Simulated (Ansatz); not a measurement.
# Relative stability

The two ends of one reaction step of AlSiH₇O₂, closed shell (PBE0-D4/def2-TZVP).

A:

Al1  (-1.274, -0.444, 0.307)
O2  (-0.298, -1.056, 1.945)
H3  (-1.793, -1.769, -0.392)
H4  (-2.286, 0.571, 1.008)
H5  (0.597, -0.719, 1.800)
O6  (0.182, 0.237, -0.324)
Si7  (1.134, 0.819, -1.496)
H8  (-0.630, -0.669, 2.762)
H9  (0.777, 2.225, -1.834)
H10  (2.553, 0.801, -1.038)
H11  (1.039, 0.004, -2.739)
(Å)

B:

```
11
angstrom
Al -1.2873 -0.3351 0.6426
O -0.3908 -1.3292 1.7551
H -1.6007 -0.9408 -0.8028
H -2.2565 0.7600 1.2710
H 0.9537 0.0553 0.8892
O 0.4418 0.5304 0.2122
Si 1.0840 0.6576 -1.3495
H -0.7000 -1.5276 2.6361
H 0.0741 1.4122 -2.1146
H 2.3567 1.4068 -1.2304
H 1.3254 -0.6897 -1.9090
```

Computed with Ansatz 0.2.0 (basis: def2-TZVPP); correlated methods freeze the cores. B3LYP uses VWN-RPA correlation.

(1) Which structure is lower at CCSD(T), and by how much? (An estimate is asked for; the value comes from the calculation.)

No T1 diagnostic of these runs exceeds 0.012.

## Answers

(1) The calculation gives: A, by 7.46 kcal/mol (electronic energy, against the other). By their contacts, A is AlSiH₇O₂ ([OH2][AlH2][O][SiH3]) and B is AlSiH₇O₂ ([OH][AlH2][OH][SiH3]).

All methods give the same order:

```json
{"method": "SPW92", "E(B) − E(A) (kcal/mol)": "5.80"}
{"method": "PBE-D4", "E(B) − E(A) (kcal/mol)": "6.47"}
{"method": "BLYP-D4", "E(B) − E(A) (kcal/mol)": "6.46"}
{"method": "r2SCAN-D4", "E(B) − E(A) (kcal/mol)": "7.39"}
{"method": "B97M-V", "E(B) − E(A) (kcal/mol)": "8.56"}
{"method": "PBE0-D4", "E(B) − E(A) (kcal/mol)": "7.23"}
{"method": "B3LYP-D4", "E(B) − E(A) (kcal/mol)": "7.06"}
{"method": "r2SCAN0-D4", "E(B) − E(A) (kcal/mol)": "7.74"}
{"method": "BHLYP-D4", "E(B) − E(A) (kcal/mol)": "7.76"}
{"method": "CAM-B3LYP-D4", "E(B) − E(A) (kcal/mol)": "7.17"}
{"method": "wB97X-V", "E(B) − E(A) (kcal/mol)": "7.14"}
{"method": "wB97M-V", "E(B) − E(A) (kcal/mol)": "7.11"}
{"method": "B2PLYP", "E(B) − E(A) (kcal/mol)": "7.54"}
{"method": "PBE-QIDH", "E(B) − E(A) (kcal/mol)": "7.76"}
{"method": "RPA on PBE", "E(B) − E(A) (kcal/mol)": "7.39"}
{"method": "HF", "E(B) − E(A) (kcal/mol)": "9.47"}
{"method": "MP2", "E(B) − E(A) (kcal/mol)": "7.46"}
{"method": "CCSD", "E(B) − E(A) (kcal/mol)": "7.69"}
{"method": "CCSD(T)", "E(B) − E(A) (kcal/mol)": "7.46"}
```

Labels in which every atom is bracketed show which atoms are joined, not bond orders.

For scale, one of the runs: CCSD(T)/def2-TZVPP, 244 basis functions, launched by `ansatz run in.yaml --threads 4 --pin off --events-out ev --progress --plain --max-ram 9574MiB`. Hardware: 4 CPU threads of an Arm Neoverse V1, shared host. Wall time 100 s; peak host memory 4.6 GiB.
